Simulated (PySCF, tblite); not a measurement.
silicon tetrafluoride and methylamine

A gas-phase complex of silicon tetrafluoride and methylamine; neutral, singlet. The structure comes from a short search (6 tight-binding starts) and was relaxed by PBE0-D3(BJ)/def2-SVPD; another way of binding may lie lower. No frequency run checks that it is a minimum.

Parts: 1 = silicon tetrafluoride (F[Si](F)(F)F), atoms 1–5; 2 = methylamine (CN), atoms 6–12.

```tsv
atom	part	x (Å)	y (Å)	z (Å)
F1	1	1.174	1.112	-0.306
Si2	1	0.118	0.635	0.846
F3	1	0.645	-0.347	2.044
F4	1	-1.253	1.490	1.083
F5	1	-0.575	-0.544	-0.043
C6	2	0.903	3.443	1.451
N7	2	0.982	2.066	1.962
H8	2	1.384	3.480	0.468
H9	2	1.397	4.149	2.131
H10	2	-0.151	3.716	1.340
H11	2	1.954	1.786	2.085
H12	2	0.553	2.004	2.885
```

```
 contact  kind (by geometry)  distance (Å)  angle (°)
Si2···N7                bond         2.010          -
```

The parts are joined by the bond Si2–N7, so these are energies of forming such bonds; deforming the relaxed parts to their shape in the adduct costs 24.0 kcal/mol, which the interaction energies leave out.

Interaction energies are complex less parts, with the parts frozen as they stand in it; counterpoise-corrected, in kcal/mol (PySCF).

(1) How strongly do the parts interact, level by level?

(2) What holds them together? Decompose the wB97M-D3(BJ)/def2-SVPD energy: frozen parts, their antisymmetrised product, then relaxation.

The parts were also relaxed and run alone, at the levels used for the complex: shieldings by PBE0/pcSseg-1; core levels by delta-SCF with SCAN, pcX-2 on the ionised atom and pcseg-1 elsewhere, spin-free X2C (2p3/2 is the spin-free 2p value less a third of a first-order spin-orbit splitting).

Values alone: shielding of Si2 (ppm): 454.7; shielding of N7 (ppm): 247.7; F1 1s core level (eV): 694.45; Si2 2p3/2 core level (eV): 112.04; N7 1s core level (eV): 405.10.

(3) What does binding change?

Answers

(1) 
| level | interaction | superposition error removed |
| --- | --- | --- |
| wB97M-D3(BJ)/def2-SVPD | -42.42 | -3.84 |
| PBE0-D3(BJ)/def2-SVPD | -43.98 | -3.93 |

(2) electrostatic -96.3, Pauli repulsion +112.3, orbital relaxation -58.8, dispersion correction -3.5 kcal/mol, which sum to the value before the counterpoise correction; the Pauli term holds the exchange-correlation of the frozen density too. Of the attraction, 61 % is electrostatic, 37 % is orbital relaxation, 2 % is dispersion correction.

(3) 
```json
{"property": "shielding of Si2 (ppm)", "alone": "454.7", "in the complex": "482.5", "change": "+27.7"}
{"property": "shielding of N7 (ppm)", "alone": "247.7", "in the complex": "204.8", "change": "-42.9"}
{"property": "F1 1s core level (eV)", "alone": "694.45", "in the complex": "692.58", "change": "-1.88"}
{"property": "Si2 2p3/2 core level (eV)", "alone": "112.04", "in the complex": "110.05", "change": "-1.99"}
{"property": "N7 1s core level (eV)", "alone": "405.10", "in the complex": "407.90", "change": "+2.80"}
```

The 4 runs behind this took 2.6 min in all, one thread each of Intel Xeon Platinum 8488C on a shared host, launched as `OMP_NUM_THREADS=1 python cluster_run.py task.json out`.
